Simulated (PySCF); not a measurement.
**Dipole moment and polarisability of PPPSb tetrahedron**

Compound: PPPSb tetrahedron, SbP3.
Geometry (PBE0-D3(BJ)/def2-SVP, Å), atoms numbered from 1 in this order:
```
atom  x, y, z in Å
P1    -0.3812   -0.7618   -1.1139
P2    -0.7674    1.1218   -0.0140
P3    -0.3880   -0.7536    1.1016
Sb4    1.6200    0.3032   -0.0042
```

Level: wB97X-D/def2-SVPD (PySCF), static field, nuclei fixed, core orbitals frozen in the response. The polarisability tensor in these axes (au):

```
x   125.91   5.26   0.05
y     5.26 101.17   0.01
z     0.05   0.01 100.14
```

Task: What are the eigenvalues, a third of the trace, and Δα (Δα² = ½Σ(αi − αj)² over the three pairs)?

Result: Principal values 100.10, 100.14 and 126.98 au; mean 109.08 au = 16.16 Å³ = 17.98 × 10⁻⁴⁰ C²·m²/J; Δα = 26.85 au (25 % of the mean).

Task: What is the dipole moment, and where does it point?

Result: (1.65, 0.34, 0.00) D, 1.68 D in size, pointing from the negative to the positive side. Measured along this direction, the outermost atoms are P2, P3 and P1 at the negative end and Sb4 at the positive end.

Task: In a dilute gas of rigid molecules at 350 K, how does the orientational term μ²/3kT compare with the electronic polarisability?

Result: In Gaussian units μ²/3kT = 19.58 Å³ against 16.16 Å³, a ratio of 1.21; the Debye molar polarisation (4π/3)N_A(α + μ²/3kT) is 90.2 cm³/mol, leaving out the vibrational part.

Task: Molar refractivity from α?

Result: Lorentz–Lorenz: R = (4π/3)N_A α = 2.5225 cm³/(mol·Å³) × 16.16 Å³ = 40.8 cm³/mol, in the limit of long wavelengths.

Task: Rayleigh depolarisation ratio (linearly polarised light, static tensor)?

Result: ρ = 3Δα²/(45ᾱ² + 4Δα²) = 2163.4/(535383 + 2884.6) = 0.00402.

Isolated species at its PBE0-D3(BJ)/def2-SVP geometry, gas phase. Atoms past krypton carry effective core potentials; spin–orbit coupling is left out.
